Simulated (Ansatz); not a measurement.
Ansatz (an electronic-structure program) input:
A basis named .json is the Basis Set Exchange file of that set.

Ansatz 0.2 input:
```yaml
crystal:
  periodic: [false, false, false]
  atoms:
    - {symbol: Si, position_ang: [-0.01992572, -0.31729695, -0.10526848]}
    - {symbol: Cl, position_ang: [0.03226839, 1.36576174, -1.30869001]}
    - {symbol: Cl, position_ang: [0.07298909, 0.31035707, 1.86476996]}
    - {symbol: C, position_ang: [-1.63507321, -1.18863320, -0.37432573]}
    - {symbol: C, position_ang: [1.47548584, -1.35263394, -0.46878140]}
    - {symbol: H, position_ang: [-2.47184090, -0.52873731, -0.14412557]}
    - {symbol: H, position_ang: [-1.72314627, -1.50865267, -1.41442929]}
    - {symbol: H, position_ang: [-1.70154849, -2.06842685, 0.26873642]}
    - {symbol: H, position_ang: [1.46635347, -1.67681547, -1.51128208]}
    - {symbol: H, position_ang: [1.48795125, -2.23658965, 0.17188362]}
    - {symbol: H, position_ang: [2.38933801, -0.78503752, -0.29174081]}
basis:
  gaussian:
    orbitals: aug-cc-pV_D+d_Z.json
magnetization: {spin_polarized: false}
correlation: {method: ccsd_t, electrons: outside_noble_gas}
output: {forces: true}
```

What final total energy does it print?

-1288.12468 Eh (CCSD(T)/aug-cc-pV(D+d)Z). The basis has 196 functions. The run takes around 26 core-minutes (rough).
